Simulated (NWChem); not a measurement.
# GeAsH₅; SMILES [AsH2][GeH3]

```xyz
7

Ge    -0.0123    -1.2372    -0.0007
As    -0.0392     1.1917    -0.0030
H     -0.6649    -1.7282    -1.3060
H     -0.8543    -1.7280     1.1913
H      1.4073    -1.8234     0.1070
H      1.0973     1.2672    -1.0183
H      0.9308     1.2674     1.1725
```
Atoms are numbered in this order, from 1.

Level: PBE0/def2-SVP (NWChem), optimised geometry, unscaled harmonic frequencies. 

Question: List the harmonic frequencies with IR intensities, and the thermochemistry.

Answer: 
```tsv
frequency (cm⁻¹)	IR intensity (km/mol)
137	0.5
267	1.1
427	14.6
443	10.6
659	28.4
700	2.2
808	235.6
884	33.0
888	30.9
992	17.5
2150	83.2
2159	92.8
2161	92.4
2213	81.8
2227	99.4
```

```json
{
 "zero_point_energy": "24.5 kcal/mol",
 "thermal correction to the enthalpy at 298.15 K (with zero-point energy)": "28.2 kcal/mol",
 "heat capacity Cv": "16.2 cal/(mol K)",
 "entropy at 298.15 K and 1 atm (symmetry number 1)": "73.2 cal/(mol K)",
 "dipole_moment": "0.51 D"
}
```

Rigid rotor and harmonic oscillator.
